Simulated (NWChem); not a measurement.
# Basis-set dependence for H$_{2}$B

```
B
H 1 1.2050
H 1 1.2050 2 129.14
```
Charge 0, spin multiplicity 2.

All runs are NWChem calculations. The geometry was optimised at UPBE0/def2-SVP, a minimum by its harmonic frequencies.

Hartree-Fock energies in Ha, correlation energies in mHa.

The correlated methods keep 1 core orbital frozen. The Pople sets run with spherical d functions. The structure started from a generated list of species. The unpaired electrons of the parent sit in orbitals of symmetry a1 (C2v labels of the run); other states weren't searched. The stability of the SCF solutions was not checked. Open-shell Hartree-Fock references start from PBE0 orbitals. Coupled-cluster values serve here as a point of comparison, not as the truth.

```tsv
basis	functions	UHF	UMP2	SCS-UMP2	CCSD on ROHF	CCSD[T] on ROHF	CCSD(T) on ROHF	CCSD on UHF	CCSD[T] on UHF	CCSD(T) on UHF	CCSDT on ROHF
6-31G*	18	-25.74869	-54.4	-59.4	-71.9	-73.0	-73.0	-70.9	-72.0	-71.9	-73.3
def2-SVP	24	-25.73094	-66.6	-73.4	-86.6	-87.9	-87.9	-85.5	-86.7	-86.7	-88.2
def2-TZVP	43	-25.76010	-77.6	-85.1	-98.4	-100.4	-100.3	-97.0	-98.9	-98.9	-100.7
def2-QZVP	117	-25.76180	-87.5	-96.5	-106.2	-108.5	-108.5	not run	not run	not run	not run
```

From def2-TZVP to def2-QZVP the Hartree-Fock energy moves by -1.7 mHa and the UMP2 correlation energy by -10.0 mHa, which is 11 % of its value in the larger set.
